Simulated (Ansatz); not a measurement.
Computed with Ansatz on PBE0-D4/def2-TZVP structures; ΔE is electronic, products minus reactants. CCSD(T)/CBS is the MP2 limit (def2-TZVPP, def2-QZVPP) plus CCSD(T) − MP2 in def2-TZVPP, frozen cores. This one scheme is used for every species. Functionals use def2-TZVPP. One conformer a species, not always the lowest.

Consider the ligand exchange at the Al–S bond: `[OH][Al]([SH])[SH]` + HCl → `[OH][Al]([SH])[Cl]` + H₂S.

```tsv
level	ΔE (eV)
r2SCANh-D4	-0.56
CAM-B3LYP-D4	-0.58
```

**Question.** What does CCSD(T)/CBS give? (Best estimate.)

**Answer.** The calculation gave: -0.54 eV. The listed levels differ from it by -0.02, -0.04 eV.

Largest T1 diagnostic among the species: 0.012.

From BLYP to BHLYP (50 % exact exchange), in def2-TZVPP and without D4, ΔE moves by −0.04 eV. Leaving LDA and LC-ωPBE aside and taking each functional with its dispersion term where it has one, the values, not all of them listed here, spread over 0.10 eV, from BHLYP-D4 to revPBE-D4. In def2-TZVPP, CCSD(T) changes the Hartree–Fock value by +0.12 eV (the triples alone add +0.02 eV) and MP2 by +0.11 eV.
